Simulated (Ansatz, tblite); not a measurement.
Forces on the cluster VO4H3 at its r2SCAN-D4/def2-SVP geometry. The state is a singlet with charge 0.

The xTB rows come from tblite. The structure holds one bond between oxygen atoms, so isomers without such links may lie far lower. The restricted singlet is unstable towards broken spin symmetry in Hartree–Fock (as tested in another run); at PBE-D4/def2-TZVP this wasn't settled. In the singlet, H6 and H8 lie 0.77 Å apart (atoms count from 1), so H2 has formed as a molecule. Another isomer (singlet) lies 0.14 eV lower at PBE0-D4/def2-TZVP; other spin states weren't run for this one.

GFN1-xTB (tblite), largest force 4.55 eV/Å:

```xyz
8
positions Å, forces eV/Å
V    -0.037   -0.315   -0.300   -0.458   -1.397    1.037
O     1.376   -0.486   -0.971   -1.228    0.309    0.384
O    -1.036   -1.780   -0.441    1.688    1.757    3.349
O    -0.828    1.226   -0.666    1.218   -0.848   -0.221
O    -0.637   -1.532    0.903   -0.600    0.451   -4.484
H     0.498    0.735    1.362   -0.608    0.425   -0.093
H    -0.418    1.925   -1.196   -0.539   -0.171    0.205
H     1.082    0.229    1.308    0.528   -0.526   -0.177
```

GFN2-xTB (tblite), largest force 3.91 eV/Å:

```
V 0.068 -0.886 0.665
O -1.936 0.355 0.450
O 1.587 1.417 2.830
O 1.245 -1.085 -0.249
O -0.611 0.288 -3.855
H -1.805 1.567 0.212
H -0.399 -0.086 0.106
H 1.850 -1.570 -0.158
```

PBE-D4/def2-TZVP (Ansatz), largest force 1.30 eV/Å:

```
V -0.353 0.108 0.529
O 1.158 -0.105 -0.584
O -0.364 -0.479 -0.351
O -0.444 0.564 -0.069
O -0.099 -0.237 0.592
H 0.050 -0.037 -0.005
H 0.090 0.139 -0.110
H -0.037 0.046 -0.002
```
